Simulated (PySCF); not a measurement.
# RbBi at ROHF-CCSD(T)

Level: ROHF-CCSD(T). Rb def2-SVP with ECP28, Bi def2-SVP with ECP60; scalar-relativistic core potentials (PySCF 2.14).

```json
{
 "state": "³Σ⁻ (triplet), unpaired electrons π ↑↑",
 "bond length": "3.606 Å",
 "harmonic wavenumber": "89.9 cm⁻¹",
 "force constant": "0.287 mdyn/Å",
 "rotational constant Be": "0.02147 cm⁻¹",
 "anharmonicity ωexe": "0.286 cm⁻¹",
 "vibration–rotation constant αe": "7.9e-05 cm⁻¹",
 "well depth De to Rb + Bi": "0.59 eV",
 "dissociation energy D0": "0.58 eV"
}
```

Correlated steps freeze 4 core orbitals. Correlated levels converge slowly with the basis: in double zeta they bind strong bonds too weakly, by up to about 1 eV, and carry superposition errors of some tenths. These are scalar-relativistic numbers at best; spin–orbit coupling would shift them, the dissociation energy most. The state is the lowest determinant that a PBE0 search found; another state may lie lower at other levels.
